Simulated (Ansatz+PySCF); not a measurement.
A calculation with PySCF 2.14.0.

```python
from pyscf import gto, scf, cc

mol = gto.M(atom="""
C 1.661240 0.000000 1.163210
Be 0.000000 0.000000 0.000000
C -1.661240 0.000000 1.163210
""", basis='sto-3g', charge=0, spin=0)
mf = scf.RHF(mol)
mf.kernel()
mycc = cc.CCSD(mf, frozen=3).run()
et = mycc.ccsd_t()
print(mf.e_tot, mycc.e_corr, et, mycc.e_tot + et)
```

The script is written out from the run's settings.

Output:

```
Converged                       : yes
Reference energy                : -88.63362 hartree
CCSD correlation energy         : -0.25036 hartree
Triples correction              : -0.03671 hartree
Total energy                    : -88.92069 hartree
Spin squared of the determinant : 0.000
```

Caution: large amplitudes, a single reference is doubtful; an unrestricted determinant lies well below.
